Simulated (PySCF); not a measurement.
Polarisability and C₆ of Pt⁺ (platinum, charge +1)

[Xe] 4f14 5d8 6s1, high-spin 4F determinant (an excited configuration). All numbers are calculated (PySCF 2.14, a scalar-relativistic core potential, in aug-cc-pVQZ-PP with ECP60MDF (7s7p6d4f3g2h, 135 functions)). Coupled (time-dependent) response in atomic units; α is the mean over directions.

```csv
method,mean α (bohr³),C₆ (like pair),S(−4)
PBE0,23.27,183.9,209.0
```

S(−4) is the Cauchy moment in α(ω) = α(0) + S(−4) ω² + …

Spin-orbit coupling is absent.

α(iu) at PBE0:

```csv
u (hartree),α(iu) (bohr³)
0,23.27
0.0500,22.76
0.100,21.43
0.200,17.79
0.300,14.48
0.500,10.12
0.750,7.149
1.00,5.410
1.50,3.461
2.00,2.410
3.00,1.353
5.00,0.5886
```

A single London oscillator, α(iu) = α/(1 + u²/ω²), gives C₆ = (3/4) ω α². Matching the computed C₆ needs ω = 4 × 183.9 / (3 × 23.27²) = 0.453 hartree.

For an ion, C₆ is the dispersion term alone; charge-induced terms of lower order in 1/R come first.

Energies and moments cover only the electrons outside the core potential. Spin-orbit coupling, absent here, splits the open shell strongly.
